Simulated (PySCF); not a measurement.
# Correlation energy of Al³⁺ (aluminium, charge +3)

[Ne], closed-shell 1S. Calculation: PySCF 2.14, in aug-cc-pwCVTZ (8s7p5d3f, 75 functions); no relativity, point nucleus. Frozen: 1s2; 8 electrons correlated.

| level | correlation energy (mhartree) |
| --- | --- |
| CCSD | -235.99 |
| (T) | -1.47 |
| CCSD(T) | -237.46 |

Diagnostics: T1 = 0.0021, D1 = 0.0030, largest double amplitude 0.010.

**Question.** Is a single reference adequate?

**Answer.** Yes: T1 lies below 0.03 and no double amplitude reaches 0.07.
